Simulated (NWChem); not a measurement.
# CH6FNSi; SMILES [SiH2](NC)F

```xyz
10

Si    -0.4892    -0.6844    -0.1380
F      0.7542    -1.6835     0.2101
N     -0.2917     0.9143     0.4292
C      0.5237     1.9408    -0.1782
H     -0.5722    -0.6536    -1.6225
H     -1.6826    -1.2625     0.5337
H     -0.5689     1.1166     1.3837
H      0.0210     2.9226    -0.1584
H      1.5129     2.0587     0.3009
H      0.7039     1.6952    -1.2364
```
Atoms are numbered in this order, from 1.

Level: PBE0/def2-SVP (NWChem), optimised geometry, unscaled harmonic frequencies. 

### Question
List the harmonic frequencies with IR intensities, and the thermochemistry.

### Answer
```json
[
 {"frequency (cm⁻¹)": "103", "IR intensity (km/mol)": "2.0"},
 {"frequency (cm⁻¹)": "145", "IR intensity (km/mol)": "2.0"},
 {"frequency (cm⁻¹)": "252", "IR intensity (km/mol)": "2.1"},
 {"frequency (cm⁻¹)": "321", "IR intensity (km/mol)": "12.8"},
 {"frequency (cm⁻¹)": "467", "IR intensity (km/mol)": "107.2"},
 {"frequency (cm⁻¹)": "654", "IR intensity (km/mol)": "63.9"},
 {"frequency (cm⁻¹)": "777", "IR intensity (km/mol)": "50.3"},
 {"frequency (cm⁻¹)": "818", "IR intensity (km/mol)": "3.1"},
 {"frequency (cm⁻¹)": "873", "IR intensity (km/mol)": "34.7"},
 {"frequency (cm⁻¹)": "925", "IR intensity (km/mol)": "144.2"},
 {"frequency (cm⁻¹)": "970", "IR intensity (km/mol)": "285.2"},
 {"frequency (cm⁻¹)": "1102", "IR intensity (km/mol)": "11.5"},
 {"frequency (cm⁻¹)": "1143", "IR intensity (km/mol)": "0.2"},
 {"frequency (cm⁻¹)": "1186", "IR intensity (km/mol)": "99.4"},
 {"frequency (cm⁻¹)": "1412", "IR intensity (km/mol)": "66.2"},
 {"frequency (cm⁻¹)": "1452", "IR intensity (km/mol)": "14.6"},
 {"frequency (cm⁻¹)": "1464", "IR intensity (km/mol)": "5.7"},
 {"frequency (cm⁻¹)": "1501", "IR intensity (km/mol)": "9.7"},
 {"frequency (cm⁻¹)": "2271", "IR intensity (km/mol)": "77.7"},
 {"frequency (cm⁻¹)": "2279", "IR intensity (km/mol)": "159.8"},
 {"frequency (cm⁻¹)": "3022", "IR intensity (km/mol)": "69.6"},
 {"frequency (cm⁻¹)": "3097", "IR intensity (km/mol)": "31.8"},
 {"frequency (cm⁻¹)": "3139", "IR intensity (km/mol)": "15.9"},
 {"frequency (cm⁻¹)": "3637", "IR intensity (km/mol)": "30.6"}
]
```

```yaml
zero_point_energy: 47.2 kcal/mol
thermal correction to the enthalpy at 298.15 K (with zero-point energy): 51.4 kcal/mol
heat capacity Cv: 19.3 cal/(mol K)
entropy at 298.15 K and 1 atm (symmetry number 1): 75.6 cal/(mol K)
dipole_moment: 2.21 D
```

Rigid rotor and harmonic oscillator.
